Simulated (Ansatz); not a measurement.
CH3ClGaNO, SMILES `C=[N][Ga]([OH])[Cl]` at its PBE0-D4/def2-TZVP geometry, where that method's forces vanish. Charge 0, multiplicity 1.

```
atom    x (Å)    y (Å)    z (Å)
  C1   0.7712   1.3027   0.8860
  N2   0.2052   0.2437   1.2788
 Ga3  -0.4941  -0.8797  -0.0277
  O4  -0.3329  -0.4718  -1.7519
 Cl5  -1.5041  -2.6849   0.4826
  H6   1.1963   1.9882   1.6318
  H7   0.8875   1.6216  -0.1604
  H8  -0.7291  -1.1197  -2.3392
```

Question: For each bond, give half the difference of the two atoms' forces along it (eV/Å; positive pushes the atoms apart) under PBE-D4, r2SCAN-D4, B3LYP-D4, ωB97M-V in def2-TZVPP. (Estimate.)

Answer: The calculation gave: 
```csv
bond,length (Å),PBE-D4,r2SCAN-D4,B3LYP-D4,ωB97M-V
C1–N2,1.263,0.58,0.26,0.12,0.12
C1–H6,1.098,0.02,-0.03,-0.11,-0.13
C1–H7,1.100,-0.06,-0.07,-0.08,-0.08
N2–Ga3,1.860,0.04,-0.01,0.02,-0.06
Ga3–O4,1.779,0.28,0.03,0.17,0.05
Ga3–Cl5,2.131,0.06,-0.03,0.12,-0.01
O4–H8,0.960,0.38,0.06,-0.02,-0.06
```

B3LYP here is the variant with VWN-RPA as its local correlation; programs differ in this.

Computed with Ansatz.
